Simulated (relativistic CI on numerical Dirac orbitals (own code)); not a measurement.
# d1 to d9 in one octahedral field

Computed with a parametric ligand-field model without spin-orbit coupling, by exact diagonalisation: B = 700, C = 3360, 10Dq = 21900 cm⁻¹ (Oh; |10Dq|/B = 31.3) for every shell. Energies in cm⁻¹; the field energy is (0.6 n_e − 0.4 n_t2) × 10Dq of the ground term; g labels are left out.

| Shell | Ground term | Electrons in e | Field energy | First spin-allowed bands | Lowest term of other spin |
| --- | --- | --- | --- | --- | --- |
| d1 | 2T2 | 0.000 | -8760 | 2E 21900 |  |
| d2 | 3T1 | 0.021 | -17064 | 3T2 20412, 3T1 29424 | 1T2 11258 |
| d3 | 4A2 | 0.000 | -26280 | 4T2 21900, 4T1 29241 | 2E 15375 |
| d4 | 3T1 | 0.035 | -34266 | 3E 19014, 3T1 19900 | 5E 2032 |
| d5 | 2T2 | 0.062 | -42444 | 2A2 18198, 2T1 18425 | 6A1 1908 |
| d6 | 1A1 | 0.048 | -51498 | 1T1 19754, 1T2 28818 | 3T1 12584 |
| d7 | 2E | 1.035 | -38647 | 2T1 19580, 2T2 20340 | 4T1 6190 |
| d8 | 3A2 | 2.000 | -26280 | 3T2 21900, 3T1 29241 | 1E 12188 |
| d9 | 2E | 3.000 | -13140 | 2T2 21900 |  |

Low spin: d4, d5, d6, d7; the other shells keep the spin of the free ion. Only d4 to d7 can choose; the field needed to pair spins is smallest for d6 and largest for d5, which loses most exchange energy. In the strong-field picture 10Dq must exceed about 6B + 5C = 21000 (d4), 7.5B + 5C = 22050 (d5), 2.5B + 4C = 15190 (d6) and 4B + 4C = 16240 (d7); mixing of terms shifts these bounds somewhat.
